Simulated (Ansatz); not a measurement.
Li3Si6: single points at one geometry.

```yaml
crystal:
  periodic: [false, false, false]
  atoms:
    - {symbol: Li, position_ang: [-0.119236, 1.312154, -2.160243]}
    - {symbol: Li, position_ang: [-2.697539, 0.415407, 1.298870]}
    - {symbol: Li, position_ang: [-1.183956, -1.469338, -2.460444]}
    - {symbol: Si, position_ang: [1.033079, -1.106405, -1.380391]}
    - {symbol: Si, position_ang: [-0.375478, 0.735412, 1.874498]}
    - {symbol: Si, position_ang: [1.206212, 1.023852, -0.117626]}
    - {symbol: Si, position_ang: [-0.970233, -0.447570, -0.187493]}
    - {symbol: Si, position_ang: [1.985093, 0.743675, 2.118785]}
    - {symbol: Si, position_ang: [1.122068, -1.207167, 1.014044]}
basis:
  gaussian: {orbitals: def2-TZVP, initial_orbitals: start.molden}
magnetization: {spin_polarized: true, initial_magnetization: 1}
hamiltonian: {xc: {name: r2SCAN0}, dispersion: d4}
scf: {omitted_lower_state_checks: [starts]}
output: {orbitals: {seedname: orbitals}}
```

The file start.molden holds the orbitals of an earlier run on this structure, at another level or in another basis.

```sh
$ ansatz run in.yaml --threads 4 --pin off --events-out ev --progress --plain --max-ram 4787MiB
```

It prints (some lines left out):

```
Functional definition: r2SCAN0
1995 factors; their error is unknown
mean field evaluation 1: about -47875.8395 eV, gradient 6.7e0 eV
mean field evaluation 2: about -47875.9220 eV, gradient 1.0e-1 eV
mean field evaluation 4: about -47876.1150 eV, gradient 5.9e-3 eV
mean field evaluation 8: about -47876.1150 eV, gradient 8.4e-5 eV
mean field -47876.11499507 eV, -1759.4147744727 hartree, gradient 2.7e-5 eV, S^2 0.771721; 0 other end points of the search recorded, 0 dependent functions left out
reference -47876.11502446 eV, -1759.4147755524 hartree; 47, 46 occupied and 217, 218 virtual orbitals, 1995 factors
Total energy: -47876.27237155 eV, -1759.4205579516 hartree
Checks for a lower state left out: starts
```

It took 14 s on 4 threads of AMD EPYC 9R45 on a shared host, peak host memory 1.4 GiB.

As the first input, with `hamiltonian: {xc: pbe, dispersion: d4}`, `output: {forces: true, orbitals: {seedname: orbitals}}` (abridged; 3.6 s):

```
Functional definition: PBE
mean field -47856.41876400 eV, -1758.6909513315 hartree, gradient 2.3e-5 eV, S^2 0.755741
Total energy: -47857.01798749 eV, -1758.7129723884 hartree
Atom 0 force    -0.026431    -0.095206    -0.000464 eV/Å
Atom 1 force     0.043381    -0.004243    -0.026558 eV/Å
Atom 2 force     0.010530     0.039823     0.001091 eV/Å
Atom 3 force    -0.003019    -0.007540    -0.125310 eV/Å
Atom 4 force    -0.023259    -0.003820     0.056883 eV/Å
Atom 5 force    -0.014330    -0.105143     0.039615 eV/Å
Atom 6 force    -0.050978     0.012821    -0.043924 eV/Å
Atom 7 force     0.087501     0.048997     0.116244 eV/Å
Atom 8 force    -0.023394     0.114311    -0.017578 eV/Å
Dipole moment:    -1.712834     0.073674    -0.826094 e Å
Checks for a lower state left out: starts
```

First input, but with `gaussian: {orbitals: def2-SVP, initial_orbitals: start.molden}`, `correlation: {method: ccsd_t}`, `scf: {omitted_lower_state_checks: [starts, cluster_reference]}` and without the key `hamiltonian` (abridged; 15 s):

```
Functional definition: HF
mean field -47764.15461629 eV, -1755.3003064417 hartree, gradient 3.0e-6 eV, S^2 0.794562
30 core orbitals not correlated: weight in the atoms' cores, before any rotation towards them, 1.000 or more for the frozen orbitals, at most 0.000 for the correlated occupied ones
second order -17.19135078 eV of doubles, -0.00000000 eV of singles
cycle   1  -16.17100650 eV  change     1.0e0 eV  update   2.2e-1
cycle   2  -17.11680331 eV  change   -9.5e-1 eV  update   8.0e-2
cycle   3  -17.30543971 eV  change   -1.9e-1 eV  update   3.4e-2
cycle   4  -17.31168949 eV  change   -6.2e-3 eV  update   1.5e-2
cycle   5  -17.31390014 eV  change   -2.2e-3 eV  update   1.1e-2
cycle   6  -17.31189216 eV  change    2.0e-3 eV  update   6.5e-3
cycle   7  -17.31103354 eV  change    8.6e-4 eV  update   4.9e-3
cycle   8  -17.31488760 eV  change   -3.9e-3 eV  update   3.4e-3
cycle   9  -17.31572027 eV  change   -8.3e-4 eV  update   2.0e-3
cycle  10  -17.31446379 eV  change    1.3e-3 eV  update   1.1e-3
cycle  11  -17.31470612 eV  change   -2.4e-4 eV  update   6.0e-4
cycle  12  -17.31459856 eV  change    1.1e-4 eV  update   3.2e-4
cycle  13  -17.31480973 eV  change   -2.1e-4 eV  update   1.6e-4
cycle  14  -17.31487909 eV  change   -6.9e-5 eV  update   8.6e-5
cycle  15  -17.31480272 eV  change    7.6e-5 eV  update   4.8e-5
cycle  16  -17.31480812 eV  change   -5.4e-6 eV  update   3.0e-5
perturbative correction -1.45256370 eV, -0.0533807315 hartree
Total energy: -47782.92198811 eV, -1755.9899946352 hartree
Checks for a lower state left out: starts, cluster_reference
```

The first input with `hamiltonian: {xc: r2scan, dispersion: d4}` (abridged; 8 s):

```
Functional definition: r2SCAN
mean field -47877.12874162 eV, -1759.4520289710 hartree, gradient 4.1e-5 eV, S^2 0.764467
Total energy: -47877.24809650 eV, -1759.4564151820 hartree
Checks for a lower state left out: starts
```

Geometry: PBE0-D4/def2-SVP.

Correlated methods freeze 30 core orbitals; core or outer-core shells of Li are correlated, in sets that lack core-valence functions. Another isomer (doublet) lies 0.40 eV lower at PBE0-D4/def2-TZVP; other spin states weren't run for this one.
